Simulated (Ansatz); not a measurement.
C2H5S (SMILES [CH2]SC), doublet, geometry from GFN2-xTB. Base run: B3LYP/STO-3G in Ansatz (a first-principles code).

Geometry (Å):
```xyz
8

C      0.0060     1.3181    -0.6073
S     -0.1711     0.1151     0.5837
C      0.2220    -1.3736    -0.3852
H      0.7106     1.1579    -1.3997
H     -0.2265     2.3163    -0.2970
H      0.1323    -2.2253     0.2806
H     -0.4835    -1.4594    -1.2060
H      1.2376    -1.2982    -0.7623
```
Charge 0, spin multiplicity 2.
Orbitals are unrestricted.
All else is at Ansatz's defaults.

Variants of this job, named by their change:

| change | E (Eh) | <S^2> |
|---|---|---|
| base | -471.98959 | 0.753 |
| functional = wB97M-V | -471.99858 | 0.753 |
| functional = wB97X-V | -471.92446 | 0.753 |
| functional = r2scan | -471.92988 | 0.753 |
| functional = pbe0; dispersion = d3bjatm | -471.77449 | 0.753 |
| functional = revpbe | -471.89579 | 0.752 |
| functional = pbe; dispersion = d3bj | -471.69248 | 0.752 |
| functional = blyp | -471.88321 | 0.752 |
| functional = lc_wpbe | -471.81925 | 0.753 |
| functional = hse06 | -471.75737 | 0.753 |
| functional = BHLYP | -471.95048 | 0.754 |
| functional = B97M-V | -471.95131 | 0.753 |
| functional = cam_b3lyp | -471.91841 | 0.753 |

Total energies compare only within one method and basis.
